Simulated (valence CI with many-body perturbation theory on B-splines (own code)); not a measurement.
## Level structure of Pd XXXIII

Calculated by relativistic CI+MBPT: four valence electrons over a frozen Dirac-Fock core [Ne], radial functions for each j: 11 s, 11 p, 10 d, 8 f, 5 g, 2 h, with the one-electron correlation potential Σ1 (screened to all orders), the two-electron term Σ2, the three-electron term Σ3, Breit, model QED; selected single and double excitations, second order for the rest, scaled by the run's own slope (own B-spline code, finite nucleus).

The last digits are not significant, and no measured levels were compared; by estimate large intervals hold to a few tenths of a per cent, small ones and those within an open d or f shell to about a per cent. Among the levels kept, up to 700 cm⁻¹ of a level comes from second order outside the variational space, and about a tenth of that is noise between levels of different J, which matters for small intervals.

Levels 1 to 45 of 177, with energies above the lowest level, (3s^2 3p1/2^2) J=0. "Leading %" is the weight of the configuration and term that name the level; weights of strongly mixed levels are sums over their largest components and can fall short, so below about 35 % the name and the second component can differ from the true leading terms, or belong to a minority configuration. In the jj column 3d3/2^4 stands for four electrons in 3d with j = 3/2. Lifetimes count E1, E2, E3, M1 and M2 decay at the calculated energies, and are blank where another channel may lead or the interval is too uncertain; long ones can be off by a factor of two.

```csv
No.,Configuration,Term,J,E (eV),Leading %,Second component,Leading jj,Lifetime
1,3s²3p²,³P,0,0.00,76,23 % 3s²3p² ¹S,3s^2 3p1/2^2 (97 %),
2,3s²3p²,³P,1,32.52,98,,3s^2 3p1/2 3p3/2 (98 %),4.01 μs
3,3s²3p²,¹D,2,37.61,55,43 % 3s²3p² ³P,3s^2 3p1/2 3p3/2 (97 %),1.05 ms
4,3s²3p²,³P,2,73.86,55,43 % 3s²3p² ¹D,3s^2 3p3/2^2 (97 %),1.89 μs
5,3s²3p²,¹S,0,85.41,75,23 % 3s²3p² ³P,3s^2 3p3/2^2 (96 %),1.03 μs
6,3s3p³,⁵S°,2,110.73,56,30 % 3s3p³ ³P°,3s 3p1/2^2 3p3/2 (83 %),256 ps
7,3s3p³,³D°,1,127.22,49,20 % 3s3p³ ³P°,3s 3p1/2^2 3p3/2 (75 %),26.7 ps
8,3s3p³,³D°,2,141.00,47,31 % 3s3p³ ⁵S°,3s 3p1/2 3p3/2^2 (79 %),187 ps
9,3s3p³,³D°,3,149.40,82,13 % 3s²3p3d ³D°,3s 3p1/2 3p3/2^2 (82 %),209 ps
10,3s²3p3d,³F°,2,149.97,54,27 % 3s²3p3d ¹D°,3s^2 3p1/2 3d3/2 (84 %),1.20 ns
11,3s3p³,³P°,0,160.78,90,9 % 3s²3p3d ³P°,3s 3p1/2 3p3/2^2 (90 %),29.0 ps
12,3s3p³,³P°,1,163.64,50,15 % 3s3p³ ³S°,3s 3p1/2 3p3/2^2 (69 %),11.3 ps
13,3s²3p3d,³F°,2,167.29,34,22 % 3s3p³ ¹D°,3s 3p1/2 3p3/2^2 (42 %),21.7 ps
14,3s²3p3d,³F°,3,171.09,76,8 % 3s²3p3d ¹F°,3s^2 3p1/2 3d5/2 (75 %),29.0 ps
15,3s²3p3d,³D°,1,173.04,24,22 % 3s3p³ ¹P°,3s^2 3p1/2 3d3/2 (42 %),3.93 ps
16,3s²3p3d,³D°,2,178.05,29,23 % 3s²3p3d ³P°,3s^2 3p1/2 3d5/2 (59 %),6.12 ps
17,3s3p³,³S°,1,179.14,25,19 % 3s3p³ ³D°,3s 3p1/2 3p3/2^2 (62 %),4.30 ps
18,3s²3p3d,³P°,2,189.91,29,23 % 3s3p³ ³P°,3s 3p3/2^3 (47 %),53.1 ps
19,3s²3p3d,³F°,4,199.29,98,,3s^2 3p3/2 3d5/2 (98 %),4.52 μs
20,3s²3p3d,³P°,1,203.90,37,28 % 3s²3p3d ³D°,3s^2 3p3/2 3d3/2 (71 %),4.04 ps
21,3s²3p3d,³D°,2,204.86,44,21 % 3s²3p3d ¹D°,3s^2 3p3/2 3d3/2 (73 %),3.33 ps
22,3s²3p3d,³D°,3,206.02,51,21 % 3s²3p3d ¹F°,3s^2 3p3/2 3d3/2 (64 %),4.64 ps
23,3s²3p3d,³P°,0,206.38,89,9 % 3s3p³ ³P°,3s^2 3p3/2 3d3/2 (89 %),4.66 ps
24,3s²3p3d,³P°,1,217.07,29,21 % 3s²3p3d ¹P°,3s 3p3/2^3 (46 %),5.57 ps
25,3s²3p3d,³P°,2,218.86,28,18 % 3s3p³ ³P°,3s^2 3p3/2 3d5/2 (51 %),4.89 ps
26,3s²3p3d,¹F°,3,221.79,68,28 % 3s²3p3d ³D°,3s^2 3p3/2 3d5/2 (74 %),5.36 ps
27,3s3p²3d,⁵F,1,230.76,66,19 % 3s3p²3d ³D,3s 3p1/2^2 3d3/2 (82 %),134 ps
28,3s²3p3d,¹P°,1,231.55,49,23 % 3s3p³ ¹P°,3s^2 3p3/2 3d5/2 (52 %),4.14 ps
29,3s3p²3d,⁵F,2,232.72,35,16 % 3s3p²3d ⁵D,3s 3p1/2^2 3d3/2 (70 %),137 ps
30,3p⁴,³P,2,242.63,30,20 % 3s3p²3d ⁵F,3p1/2^2 3p3/2^2 (42 %),26.8 ps
31,3s3p²3d,⁵F,3,243.66,37,31 % 3s3p²3d ⁵D,3s 3p1/2^2 3d5/2 (72 %),44.5 ps
32,3s3p²3d,⁵D,0,255.67,41,17 % 3p⁴ ³P,3s 3p1/2 3p3/2 3d3/2 (61 %),35.1 ps
33,3s3p²3d,³F,2,257.69,47,21 % 3s3p²3d ⁵D,3s 3p1/2 3p3/2 3d3/2 (72 %),68.6 ps
34,3s3p²3d,⁵D,1,257.94,60,15 % 3s3p²3d ⁵F,3s 3p1/2 3p3/2 3d3/2 (92 %),192 ps
35,3s3p²3d,⁵F,3,260.27,44,30 % 3s3p²3d ³F,3s 3p1/2 3p3/2 3d3/2 (78 %),75.2 ps
36,3s3p²3d,⁵D,0,261.09,49,20 % 3p⁴ ¹S,3s 3p1/2 3p3/2 3d3/2 (44 %),17.9 ps
37,3s3p²3d,⁵F,2,262.87,17,16 % 3s3p²3d ³F,3s 3p1/2 3p3/2 3d3/2 (30 %),14.0 ps
38,3s3p²3d,⁵F,4,263.45,77,14 % 3s3p²3d ⁵D,3s 3p1/2 3p3/2 3d5/2 (74 %),906 ps
39,3s3p²3d,⁵D,4,266.96,44,43 % 3s3p²3d ³F,3s 3p1/2 3p3/2 3d5/2 (48 %),508 ps
40,3s3p²3d,³P,1,272.84,37,30 % 3p⁴ ³P,3s 3p1/2 3p3/2 3d5/2 (54 %),29.1 ps
41,3p⁴,¹D,2,273.13,18,17 % 3s3p²3d ³P,3s 3p1/2 3p3/2 3d5/2 (66 %),29.2 ps
42,3s3p²3d,⁵F,5,273.67,72,28 % 3s3p²3d ³G,3s 3p1/2 3p3/2 3d5/2 (85 %),317 ps
43,3s3p²3d,⁵P,3,273.80,51,29 % 3s3p²3d ³F,3s 3p1/2 3p3/2 3d5/2 (57 %),8.66 ps
44,3s3p²3d,³F,2,276.36,51,13 % 3p⁴ ³P,3s 3p1/2 3p3/2 3d3/2 (48 %),9.28 ps
45,3s3p²3d,⁵P,2,279.19,54,15 % 3s3p²3d ³D,3s 3p1/2 3p3/2 3d3/2 (67 %),5.21 ps
```

The ionisation energy to 3s²3p ²P°1/2 of the next ion comes out as 1960.7 eV (NIST: 1962 ± 4 eV (semi-empirical)). All 177 levels together are meant to be complete up to 450.79 eV.
